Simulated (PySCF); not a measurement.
**SiSe: frontier orbitals**

PBE0 at R = 2.073 Å; PySCF, scalar-relativistic core potentials, basis sets Si cc-pV(D+d)Z, Se cc-pVDZ-PP with ECP10. State: triplet, unpaired electrons π ↑↑, a mixture of terms (⟨Lz²⟩ = 2.0), a second solution, started from another occupation. Only the outer orbitals are listed, counted within each symmetry, core potentials removing the inner ones.

| spin | orbital | occ. | ε (eV) | on Si (%) | main shells (%) |
| --- | --- | --- | --- | --- | --- |
| α | 7σ | 1 | -21.27 | 14 | 84 Se s, 8 Si s |
| α | 8σ | 1 | -12.94 | 56 | 55 Si s, 31 Se p, 12 Se s |
| α | 4π | 1 | -9.80 | 16 | 84 Se p, 14 Si p |
| α | 4π | 1 | -8.66 | 17 | 82 Se p, 15 Si p |
| α | 9σ | 1 | -7.94 | 63 | 36 Se p, 34 Si s, 27 Si p |
| α | 5π | 1 | -4.73 | 85 | 85 Si p, 14 Se p |
| α | 5π | 0 | -2.36 | 84 | 84 Si p, 14 Se p |
| α | 10σ | 0 | 1.03 | 92 | 85 Si p, 17 Se p |
| α | 11σ | 0 | 5.14 | 68 | 43 Si s, 21 Se d, 19 Si p |
| β | 7σ | 1 | -20.05 | 15 | 82 Se s, 9 Si s |
| β | 8σ | 1 | -11.98 | 51 | 49 Si s, 36 Se p, 13 Se s |
| β | 4π | 1 | -8.25 | 18 | 82 Se p, 15 Si p |
| β | 9σ | 1 | -7.38 | 68 | 37 Si s, 32 Se p, 30 Si p |
| β | 4π | 0 | -5.52 | 18 | 82 Se p, 16 Si p |
| β | 5π | 0 | -2.03 | 84 | 84 Si p, 15 Se p |
| β | 5π | 0 | -0.99 | 83 | 83 Si p, 15 Se p |

Task: Which are the highest filled and the lowest empty level, where do they sit, and how wide is the gap?

Result: Highest filled α 5π at -4.73 eV (in %: 85 Si p, 14 Se p); lowest empty β 4π at -5.52 eV (in %: 82 Se p, 16 Si p); the gap at PBE0 is -0.79 eV.

* bond order (Mayer): 1.41
* ⟨S²⟩: 2.009
* charge on Si (Mulliken, basis-dependent): -0.03
* charge on Si (Löwdin, basis-dependent): -0.10
* dipole moment (positive dipole means Si(−)Se(+)): 0.95 D

Spin–orbit coupling is left out. Counting both spins, an empty level lies below a filled one in this solution, because spin and occupation are held.
